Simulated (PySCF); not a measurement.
## Spinor energies of Ir⁺ (iridium, charge +1)

Start: [Xe] 4f14 5d6 6s2; 5d3/2 filled at m_j = +3/2; 5d5/2 filled at m_j = -3/2, -1/2, +1/2, +3/2, +5/2. Calculated with PySCF 2.14 in x2c-TZVPall-2c with one added diffuse shell each of s, p, d type (12s12p11d2f, 117 functions): generalised Hartree-Fock with the X2C-1e Hamiltonian and a Gaussian nucleus; spin-orbit coupling (SO) screened by Boettger's factors. This is a chosen level, not necessarily the ground level.

| spinor shell | electrons | ε, screened SO (eV) | weight of nominal j (screened SO) | rms radius, screened SO (bohr) |
| --- | --- | --- | --- | --- |
| 1s1/2 | 2 | -76519.6 | 1.000 | 0.0197 |
| 2s1/2 | 2 | -13540.1 | 1.000 | 0.0795 |
| 2p1/2 | 2 | -12948.5 | 1.000 | 0.0675 |
| 2p3/2 | 4 | -11315.2 | 1.000 | 0.0752 |
| 3s1/2 | 2 | -3241.2 | 1.000 | 0.203 |
| 3p1/2 | 2 | -2976.8 | 1.000 | 0.195 |
| 3p3/2 | 4 | -2613.6 | 1.000 | 0.210 |
| 3d3/2 | 4 | -2177.2 | 1.000 | 0.185 |
| 3d5/2 | 6 | -2099.1 | 1.000 | 0.189 |
| 4s1/2 | 2 | -735.49 | 1.000 | 0.450 |
| 4p1/2 | 2 | -622.77 | 1.000 | 0.456 |
| 4p3/2 | 4 | -535.67 | 1.000 | 0.490 |
| 4d3/2 | 4 | -350.65 | 0.999 | 0.507 |
| 4d5/2 | 6 | -333.71 | 1.000 | 0.519 |
| 5s1/2 | 2 | -126.91 | 1.000 | 1.05 |
| 4f5/2 | 6 | -95.793 | 0.988 | 0.586 |
| 5p1/2 | 2 | -90.184 | 0.957 | 1.15 |
| 5p3/2 | 4 | -73.352 | 0.980 | 1.24 |
| 5d5/2 | 5 | -25.334 | 0.467 | 1.70 |
| 5d3/2 | 1 | -21.741 | 0.612 | 1.76 |
| 6s1/2 | 2 | -16.594 | 0.983 | 2.94 |

(1) Where does 4f7/2 lie, and what is the 4f spin-orbit splitting (screened SO)?

| quantity | screened SO |
| --- | --- |
| E (hartree) | -17838.66683 |
| M_J | 4 |
| ⟨J²⟩ | 20.037 |
| ⟨L²⟩ | 6.913 |
| ⟨S²⟩ | 5.705 |

Each row is a mean over spinors that exchange with the open shell spreads, by up to 8.334 eV (5p3/2).

Rows whose weight is well below 1 are mixtures of j = l ± 1/2: exchange outweighs spin-orbit coupling there, and the label is only the starting occupation.

Breit and QED terms are absent; they matter most for the inner s and p1/2 levels.

Densities and radii are taken from the X2C orbitals without a picture-change correction, which distorts them close to the nucleus.

## Answers

(1) At -92.492 eV, 3.301 eV above 4f5/2.
